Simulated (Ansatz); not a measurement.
Program: Ansatz. Geometries: PBE0-D4/def2-TZVP. ΔE: electronic, gas phase. CCSD(T)/CBS is the MP2 limit (def2-TZVPP, def2-QZVPP) plus CCSD(T) − MP2 in def2-TZVPP, frozen cores. This one scheme is used for every species. Functionals use def2-TZVPP. For Ti outer-core shells are correlated without core-valence functions, which leaves a few kJ/mol of doubt a bond. Scalar relativity is left out up to krypton. One conformer a species, not always the lowest.

Consider the formal hydrolysis of a Ti–C bond: `C#[C][Ti]([Cl])([Cl])[Cl]` + H₂O → `[OH][Ti]([Cl])([Cl])[Cl]` + acetylene.

Problem. Is it downhill or uphill in electronic energy at CCSD(T)/CBS, and by how much? (Estimate.)

Solution. Ansatz gave: Downhill: ΔE = -1.04 eV.

Problem. What do these levels give: BLYP-D4, PBE-QIDH, PBE0, RPA@PBE/def2-TZVPP, SCS-MP2/def2-QZVPP, HF/CBS(def2)? (Best estimate.)

Solution. Computed: BLYP-D4 -1.08, PBE-QIDH -1.07, PBE0 -1.11, RPA@PBE/def2-TZVPP -0.98, SCS-MP2/def2-QZVPP -1.02, HF/CBS(def2) -1.23 eV.

Largest T1 diagnostic among the species: 0.024, so the coupled-cluster value is less sure than usual.

Leaving LDA and LC-ωPBE aside and taking each functional with its dispersion term where it has one, the values, not all of them listed here, spread over 0.20 eV, from CAM-B3LYP-D4 to revPBE-D4. LDA lies −0.08 eV from PBE without D4. From BLYP to BHLYP (50 % exact exchange), in def2-TZVPP and without D4, ΔE moves by −0.06 eV.
